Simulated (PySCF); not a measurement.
Si(H)(OH)2(NH2) (H₅NO₂Si), SMILES N[SiH](O)O.

Geometry: B3LYP-D3(BJ)/def2-SVP. One conformer was computed; it need not be the lowest.

Computed with PBE/def2-TZVP in PySCF.

The molecule is in vacuum.

total energy: -497.55977 hartree
highest occupied level: -6.27 eV
lowest empty level: 0.02 eV
orbital gap: 6.29 eV
dipole moment: 1.40 D
quadrupole, principal values (traceless, Buckingham form, about the centre of nuclear charge): -2.97, -1.61, 4.58 D·Å
mean static polarisability: 40.7 bohr³ (6.03 Å³)
polarisability, principal values: 38.5, 39.8, 43.8 bohr³
